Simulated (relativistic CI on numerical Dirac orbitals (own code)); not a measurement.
A reference radial Dirac CI calculation of Ta+ gave the lowest total energy -15588.90098 Ha in 43 SCF steps, from this input:

```
atom Ta  Z=73  charge=1  electrons=72
nucleus A=181  rms_radius_fm=5.3507
hamiltonian dirac-coulomb  breit=on  qed=on  c_scale=1
orbitals kli  potential=per-configuration
slater_scale 1
correlation none
mixing on
grid step=0.0125 r_max=129.7
scf mixing=0.4 start=green max_iterations=150 tolerance=2e-08 node_fill=0.05
configurations
  [Xe] 4f14 5d3 6s
  [Xe] 4f14 5d2 6s2
  [Xe] 4f14 5d4
end
```

One setting was then changed (and the iteration limit cut to 58), and the output read:

```
SCF 1: [Xe] 4f14 5d3 6s
 iter      energy (Ha)   residual   last orbital (Ha)
      1s not found; potential halved back
error: SCF of 1s2 2s2 2p6 3s2 3p6 3d10 4s2 4p6 4d10 4f14 5s2 5p6 5d3 6s stopped: an orbital could not be found
end: not converged
```

Task: Which setting was changed?
A. SCF mixing
B. speed of light
C. start potential
D. SCF tolerance

Result: B. The speed of light × 0.05. This setting is bad on purpose; its numbers may not be properties of the ion.
